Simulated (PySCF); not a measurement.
AsGeH5. Atoms are numbered in the order given.

```xyz
7

Ge    -1.1919    -0.0026     0.0000
As     1.2319     0.0616     0.0000
H     -1.6926     0.7365     1.2473
H     -1.6926     0.7365    -1.2473
H     -1.7561    -1.4290     0.0000
H      1.3147    -0.9962     1.0909
H      1.3147    -0.9962    -1.0909
```
Charge 0, spin multiplicity 1.

The structure is a stationary point at r2SCAN-D4/def2-TZVP.

All values below come from PySCF with KT2/pcSseg-1.

GIAO shieldings, no solvent; atoms alike by connectivity are averaged. δ = σ(ref) − σ: ⁷³Ge against GeH4 (σ = 1669.3 ppm); ⁷⁵As against AsH3 (σ = 1919.7 ppm); ¹H against TMS (σ = 31.47 ppm), references at their B3LYP-D3(BJ)/def2-TZVP geometries, non-relativistic.

```
atoms       nucleus  count  δ (ppm)
----------  -------  -----  -------
Ge1            ⁷³Ge      1      ___
As2            ⁷⁵As      1    -39.8
H3, H4, H5       ¹H      3     4.25
H6, H7           ¹H      2      ___
```

### Question
Complete the blanks. (The exact figures need the calculation; the answer reports its results.)

### Answer

- H6, H7, δ (ppm): 2.14
- Ge1, δ (ppm): 69.2
